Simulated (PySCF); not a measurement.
# Stretching one bond of BH2O cation

Calculated results; nothing here was measured. They come from PySCF 2.14.0, an open-source quantum chemistry program, on an isolated molecule that a program drew, which may never have been made. The molecule is BH2O cation (charge +1, singlet), drawn as the SMILES string `[BH+]O`.

The structure below is the HF double-zeta minimum with every atom moved a little at random, so it isn't optimised. Bond O2-H4 is then set to each length in the table by shifting atom 4 along it, with nothing else relaxed.
```xyz
4
BH2O cation, angstrom
B     1.0750   -2.9487    2.2444
O     0.7505   -3.5373    1.2216
H     1.4284   -2.3801    3.2173
H     0.1708   -3.8591    0.5821
```

E is the energy above the same method's energy at the HF double-zeta minimum. IE is the energy to remove one electron at fixed geometry, to the doublet state of charge +2, as a difference of total energies. The basis family is cc-pVnZ, with UHF for radicals and no spin-orbit coupling. Best is HF at quadruple zeta, plus MP2 correlation extrapolated from triple and quadruple zeta, plus CCSD(T) minus MP2 at triple zeta, with a frozen core. The other columns are at triple zeta.

```
bond (Å)  E B3LYP (kcal/mol)  E r2SCAN (kcal/mol)  E CCSD(T) (kcal/mol)  E best (kcal/mol)  IE B3LYP (eV)  IE r2SCAN (eV)  IE CCSD(T) (eV)  IE best (eV)     T1
  0.8902                4.29                 4.14                  4.05               3.94         23.823          23.527           23.657        23.800  0.015
  0.9212                1.45                 1.36                  1.29               1.27         23.721          23.442           23.558        23.702  0.016
  0.9932                   ?                    ?                     ?                  ?              ?               ?                ?             ?      ?
  1.1602               13.47                13.71                 14.13              14.41         22.910          22.735           22.766        22.910  0.017
  1.3312               35.14                35.52                 36.53              36.66         22.312          22.185           22.178        22.323  0.018
  1.3422               36.58                36.97                 38.02              38.14         22.274          22.148           22.140        22.285  0.018
```

T1 is the CCSD diagnostic of the starting molecule.

**Estimate the best E and IE at 0.9932 Å from the other rows.**

A least-squares cubic in the inverse of the bond length through the other values of E best gives 0.50 kcal/mol there. A least-squares quadratic in the bond length through IE best gives 23.466 eV. The calculation gives 0.44 kcal/mol and 23.468 eV, so the fits miss by 0.06 kcal/mol and 0.002 eV. The same recipe one zeta lower moves these two values by 0.16 kcal/mol and 0.03 eV, a gauge of their own error. The rest of the row: E is 0.24 (B3LYP), 0.26 (r2SCAN), 0.28 (CCSD(T)); IE is 23.481 (B3LYP), 23.238 (r2SCAN), 23.325 (CCSD(T)); T1 is 0.016.
